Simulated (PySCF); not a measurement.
Xenon: a sound run and one with changed settings

Sound run: Xe [Xe], Xe⁺ [Kr] 4d10 5s2 5p5. Computed with PySCF 2.14 in def2-TZVP with the def2 core potential (28 electrons) (6s5p3d2f, 50 functions), with scalar relativity through the core potential. The sound run starts from symmetry-adapted Hartree-Fock orbitals and uses a fine grid where one is needed.

Changed run: basis STO-3G, all-electron and non-relativistic. This setting is unsound on purpose.

| species | method | sound run (hartree) | changed run (hartree) | converged |
| --- | --- | --- | --- | --- |
| Xe | UHF | -328.29839 | -7162.10421 | yes |
| Xe | M06-L | -329.53117 | -7164.41616 | yes |
| Xe | r2SCAN | -329.48696 | -7164.47404 | yes |
| Xe⁺ | UHF | -327.87704 | -7161.76014 | yes |
| Xe⁺ | M06-L | -329.08753 | -7164.01937 | yes |
| Xe⁺ | r2SCAN | -329.03036 | -7164.08657 | yes |

Ionisation energy of Xe:

| method | sound run (eV) | changed run (eV) |
| --- | --- | --- |
| UHF | 11.466 | 9.363 |
| M06-L | 12.072 | 10.797 |
| r2SCAN | 12.425 | 10.544 |

A minimal basis cannot let orbitals breathe on ionisation and holds almost no correlation. The Hamiltonian changed with the basis, so the totals do not compare.

For comparison, NIST gives 12.130 eV between the lowest levels.
